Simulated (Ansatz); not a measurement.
A nudged elastic band was laid between two geometries of CH4BClS (8 atoms, charge 0, multiplicity 1).

Computed with RKS PBE/def2-SVP in Ansatz 0.2.0.

```json
{
  "movable images": "5",
  "climbing image": "yes",
  "spring": "5.0 eV/Å²",
  "optimiser": "quadratic models (default)",
  "start path": "through a guess of the saddle point",
  "force threshold": "0.03 eV/Å",
  "iteration limit": "60",
  "end points": "relaxed"
}
```

First end point:

```xyz
8
Properties=species:S:1:pos:R:3
S -0.286 1.684 -0.971
B -0.425 0.280 0.129
C 0.511 -0.969 -0.116
Cl 1.582 -0.980 1.360
H -1.209 2.491 -0.376
H -1.217 0.292 1.046
H -0.038 -1.933 -0.127
H 1.174 -0.922 -1.001
```

Last end point:

```xyz
8
Properties=species:S:1:pos:R:3
S -0.866 1.887 -0.126
B -0.827 0.119 -0.259
C 0.424 -0.790 0.058
Cl 1.930 0.061 0.590
H 0.439 2.004 0.290
H -1.852 -0.425 -0.623
H 0.160 -1.521 0.852
H 0.684 -1.392 -0.838
```

**Question.** Which bonds break or form, and what moves?

**Answer.** No bond is made or broken. The dihedral H5–S1–B2–H6 goes from 1 to 180°.

**Question.** Give the energies along the band, and the barrier.

**Answer.** It converged. The highest image is number 4 of 0 to 6, 82.0 kJ/mol above the first end and 96.6 kJ/mol above the last; the last end lies 14.6 kJ/mol below the first. The profile has 2 maxima (images 1, 4) with wells between them (image 2): this band takes more than one step, which may be the mechanism or a detour left from its start path. A vibrational analysis at the climbing image gives one clearly imaginary mode, 656i cm⁻¹: a first-order saddle point.

```
image  path coordinate (Å)  energy (kJ/mol)  dihedral H5–S1–B2–H6 (°)
    0                 0.00              0.0                         1
    1                 1.03              8.1                         1
    2                 2.05              1.7                        -4
    3                 3.08              9.6                        22
    4                 4.10             82.0                        90
    5                 4.93             21.7                       146
    6                 5.75            -14.6                       180
```

**Question.** What is the geometry of the highest image?

**Answer.** 
```xyz
8
Properties=species:S:1:pos:R:3:forces:R:3
S -0.184 2.067 -0.385 0.01 0.00 -0.02
B -0.509 0.239 -0.434 0.01 0.00 0.00
C 0.476 -0.869 0.065 -0.01 0.01 0.01
Cl 1.981 -0.380 0.913 0.00 0.00 0.00
H -0.798 2.117 0.833 -0.01 0.00 0.02
H -1.546 -0.173 -0.930 0.00 0.00 0.00
H -0.081 -1.584 0.712 0.00 0.00 0.00
H 0.754 -1.476 -0.830 0.00 0.00 -0.01
```

Time of the run: 7.5 min on 1 thread of Intel(R) Xeon(R) Processor @ 2.70GHz, with other jobs on the host, peak memory 0.13 GiB.
